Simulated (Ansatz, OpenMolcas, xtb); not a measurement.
## Worked example: C3H7Br + CBrCl2F → C3H7Cl + CBr2ClF

Species: C3H7Br (1-bromopropane) `CCCBr`, singlet; CBrCl2F (bromodichlorofluoromethane) `FC(Cl)(Cl)Br`, singlet; C3H7Cl (1-chloropropane) `CCCCl`, singlet; CBr2ClF (dibromochlorofluoromethane) `FC(Cl)(Br)Br`, singlet. The partners trade Br for Cl; both sit on C, so the bond types are kept.

Shapes, held fixed at every level: PBE0-D4/def2-TZVP. Flexible molecules stand in one conformer, not always the lowest. Programs: Ansatz 0.2.0, OpenMolcas 26.06, xtb 6.7.1. Electronic energies: no zero-point or thermal term.

At CCSD(T)/def2-TZVPP; 1 Eh = 2625.50 kJ/mol:

```
species   energy (Eh)
 C3H7Br  -2691.026243
CBrCl2F  -3629.912342
 C3H7Cl   -578.044631
CBr2ClF  -5742.890753
```

**Question.** Work out ΔE of the reaction at this level.

**Answer.** 
1. Products less reactants: (-578.044631) + (-5742.890753) − [(-2691.026243) + (-3629.912342)] = 0.003201 Eh = +8.4 kJ/mol.

Other levels give +4.8 (B3LYP/6-31G* (spherical functions)) to +8.0 kJ/mol (wB97M-V/def2-TZVPP). No measured value is set beside it here. Relativity is left out for Br unless named. Correlated rows may include outer-core shells of Br, which these sets cover unevenly.
